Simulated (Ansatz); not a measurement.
CdO₂, relaxed as a singlet with RKS r2SCAN-D4/def2-TZVP in Ansatz, starting from the GFN1-xTB geometry. Force threshold 0.02 eV/Å.

In the def2 sets Cd takes a core potential; there is no spin–orbit coupling. An occupied level of the charge 0 singlet lies above an empty one (by up to 0.39 eV), so this SCF solution is probably not the lowest. Another isomer (triplet) lies 4.30 eV lower at PBE0-D4/def2-TZVP; other spin states weren't run for this one.

Start:

```csv
atom,x (Å),y (Å),z (Å)
Cd1,-0.0043,-0.0026,-0.0079
O2,-1.6741,0.2318,0.8145
O3,1.6784,-0.2292,-0.8066
```

| step | energy (eV) | largest force component (eV/Å) | SCF passes |
| --- | --- | --- | --- |
| 1 | -8654.1641 | 0.390 | 129 |
| 2 | -8654.1717 | 0.151 | 94 |
| 3 | -8654.1732 | 0.004 | 94 |

Force components are those of the run's own axes.

End:

Cartesian coordinates in Å:
```
Cd -0.0006 -0.0004 -0.0012
O -1.6949 0.2333 0.8203
O 1.6955 -0.2329 -0.8192
```

By distances, no bond broke or formed. The bond that changes most is Cd1–O2, from 1.88 to 1.90 Å (atoms count from 1).

No frequencies were taken in this run, so the end may be a saddle point.

Run time 24 s (4 threads of Arm Neoverse V1 on a shared host).
